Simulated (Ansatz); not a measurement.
Basis-set extrapolation for CH6BFSSi, SMILES `B[Si](C)(F)S` (PBE0-D4/def2-TZVP geometry, frozen core, the Gaussian-basis code of Ansatz). Multiplicity 1, RHF reference.

```tsv
	def2-TZVPP	def2-QZVPP
HF	-852.107388	-852.135426
MP2 correlation	-0.842716	-0.910161
CCSD(T) correlation	-0.927923	not run
```

Energies in hartree. Use E(X) = E(∞) + A·exp(−7.88·√X) for Hartree–Fock and E(X) = E(∞) + B·X^(−2.97) for correlation, with X = 3 and 4, and add CCSD(T) minus MP2 of the smaller set to the MP2 limit.

What is the CCSD(T) energy at the basis-set limit?

HF limit: -852.135426 + (-0.028038) × 0.13774 = -852.13929. MP2 limit: -0.910161 + (-0.067445) × 0.74074 = -0.96012. Higher-order term: -0.927923 − (-0.842716) = -0.08521. Total: -853.18462 hartree, 392.0 kJ/mol below CCSD(T)/def2-TZVPP.
